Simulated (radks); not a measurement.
Ni XVII, configuration [Ne] 3s2.

Calculated with a radial shooting solver on a logarithmic mesh with Libxc functionals: Dirac Kohn-Sham, PBE, spin-unpolarised, spherical densities, point nucleus.

Energy parts (Ry):
total: -2787.05732
kinetic: 2837.00646
electron-nucleus: -6133.12780
Hartree: 602.48704
exchange-correlation: -93.42302

Orbitals (lengths in bohr, moments of r in powers of bohr; r(max) is where P^2 peaks; r(90%) holds 90 % of the orbital's charge):
orbital,occ.,eigenvalue (Ry),<1/r>,r(max),<r^4>,r(90%),small-component weight
1s1/2,2,-645.4615,28.10,0.03539,0.00003974,0.0966,1.02e-02
2s1/2,2,-112.2336,6.178,0.2034,0.008090,0.373,1.96e-03
2p1/2,2,-103.3884,6.123,0.1618,0.005767,0.342,1.94e-03
2p3/2,4,-102.0658,5.998,0.1644,0.006047,0.347,1.91e-03
3s1/2,2,-40.73248,2.363,0.5771,0.2739,0.896,6.47e-04
3p1/2,0,-37.93196,2.303,0.5602,0.2683,0.894,6.22e-04
3p3/2,0,-37.64920,2.275,0.5652,0.2763,0.901,6.17e-04
4s1/2,0,-20.76222,1.240,1.179,3.317,1.66,3.19e-04

The highest occupied level is 3s1/2 at -554.19 eV. Summed over all electrons, <r^2> = 1.338 bohr^2, which gives a Langevin (diamagnetic) susceptibility term of -1.06 x 10^-6 cm^3/mol.
